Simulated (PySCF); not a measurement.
## Electron correlation in Mg (magnesium, neutral)

[Ne] 3s1 3p1, high-spin 3P determinant (an excited configuration). Computed with PySCF 2.14 in aug-cc-pCVDZ, with no relativity, point nucleus. Frozen: 1s2; 10 electrons correlated.

```csv
level,correlation energy (mhartree)
CCSD,-172.29
(T),-0.34
CCSD(T),-172.63
```

Diagnostics: T1 = 0.0034, D1 = 0.0122, largest double amplitude 0.040.

Cost of the coupled-cluster step: roughly 1 core-seconds, for 10 correlated electrons.

Iterations:

```
CC2 = 0
CCSD nocc = (np.int64(6), np.int64(4)), nmo = (35, 35)
frozen orbitals [[0], [0]]
max_cycle = 100
direct = 0
conv_tol = 1e-08
conv_tol_normt = 1e-06
diis_space = 8
diis_start_cycle = 0
Init t2, MP2 energy = -0.166438165241169
Init E_corr(UCCSD) = -0.166438165243295
cycle = 1  E_corr(UCCSD) = -0.170763412865862  dE = -0.00432524762  norm(t1,t2) = 0.0256427
cycle = 2  E_corr(UCCSD) = -0.171711234127391  dE = -0.000947821262  norm(t1,t2) = 0.013217
cycle = 3  E_corr(UCCSD) = -0.172321847630356  dE = -0.000610613503  norm(t1,t2) = 0.00732905
cycle = 4  E_corr(UCCSD) = -0.172304654827958  dE = 1.71928024e-05  norm(t1,t2) = 0.000816847
cycle = 5  E_corr(UCCSD) = -0.172289845213529  dE = 1.48096144e-05  norm(t1,t2) = 0.000257892
cycle = 6  E_corr(UCCSD) = -0.172295653327382  dE = -5.80811385e-06  norm(t1,t2) = 4.71233e-05
cycle = 7  E_corr(UCCSD) = -0.172295066087042  dE = 5.8724034e-07  norm(t1,t2) = 8.81965e-06
cycle = 8  E_corr(UCCSD) = -0.172294913140253  dE = 1.52946789e-07  norm(t1,t2) = 3.37001e-06
cycle = 9  E_corr(UCCSD) = -0.172294986099684  dE = -7.29594312e-08  norm(t1,t2) = 7.6537e-07
cycle = 10  E_corr(UCCSD) = -0.172294989629605  dE = -3.52992033e-09  norm(t1,t2) = 1.33172e-07
UCCSD converged
E(UCCSD) = -199.7144864197747  E_corr = -0.1722949896296047
UCCSD(T) correction = -0.000342310256988104
```
